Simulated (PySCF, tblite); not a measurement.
Isomers of [C6H9ClO]+ (charge +1 and doublet state), one GFN2-xTB conformer each. Single-point energies are computed at B3LYP/pcH-1 (PySCF, gas phase, no added dispersion term), electronic only. GFN2-xTB treats the open shell by occupation alone, and not every SCF solution was tested for stability.

```json
{"SMILES": "O[C@@H]1C[CH+][CH][C@@H](Cl)C1", "GFN2-xTB relative energy (kJ/mol)": "0.0"}
{"SMILES": "C=C(Cl)OC[C]([CH2+])C", "GFN2-xTB relative energy (kJ/mol)": "65.6"}
{"SMILES": "[CH2+][C]1C[C@H]1OCCCl", "GFN2-xTB relative energy (kJ/mol)": "132.9"}
```

Conformers: `[OH:1][C@@H:2]1[CH2:3][CH+:4][CH:5][C@@H:6]([Cl:7])[CH2:8]1` (charge +1 and doublet state) with H–O1–C2–C3 -175°, O1–C2–C3–C4 -165°, C2–C3–C4–C5 11°, C3–C4–C5–C6 0°, C4–C5–C6–Cl7 -98°; `[CH2:1]=[C:2]([Cl:3])[O:4][CH2:5][C:6]([CH2+:7])[CH3:8]` (charge +1 and doublet state) with C1–C2–O4–C5 180°, C2–O4–C5–C6 180°, O4–C5–C6–C7 -179°, C5–C6–C7–H 180° and 0°; `[CH2+:1][C:2]1[CH2:3][C@H:4]1[O:5][CH2:6][CH2:7][Cl:8]` (charge +1 and doublet state) with H–C1–C2–C3 -171° and 10°, C3–C4–O5–C6 -163°, C4–O5–C6–C7 94°, O5–C6–C7–Cl8 178°.

Question: What does B3LYP/pcH-1 give for the same structures?

Answer: 
| SMILES | B3LYP/pcH-1 E (Eh) | B3LYP/pcH-1 (kJ/mol) | GFN2-xTB (kJ/mol) | point group |
| --- | --- | --- | --- | --- |
| O[C@@H]1C[CH+][CH][C@@H](Cl)C1 | -769.15592 | 0.0 | 0.0 | C1 |
| C=C(Cl)OC[C]([CH2+])C | -769.14227 | 35.8 | 65.6 | Cs |
| [CH2+][C]1C[C@H]1OCCCl | -769.10122 | 143.6 | 132.9 | C1 |

Both levels put the same isomer lowest; measured from each level's own lowest isomer, the values differ by up to 29.8 kJ/mol (C=C(Cl)OC[C]([CH2+])C: 65.6 against 35.8). As drawn, the lowest has an O–H bond, which the highest lacks; the highest has a three-membered ring, which the lowest lacks.

Question: What happens when harmonic zero-point energies from GFN2-xTB frequencies are added?

Answer: 
```json
{"SMILES": "O[C@@H]1C[CH+][CH][C@@H](Cl)C1", "ZPE (kJ/mol)": "349.9", "electronic (kJ/mol)": "0.0", "with ZPE (kJ/mol)": "0.0"}
{"SMILES": "C=C(Cl)OC[C]([CH2+])C", "ZPE (kJ/mol)": "340.8", "electronic (kJ/mol)": "35.8", "with ZPE (kJ/mol)": "26.7"}
{"SMILES": "[CH2+][C]1C[C@H]1OCCCl", "ZPE (kJ/mol)": "343.6", "electronic (kJ/mol)": "143.6", "with ZPE (kJ/mol)": "137.3"}
```

The zero-point energies span 9.1 kJ/mol. The order is unchanged.
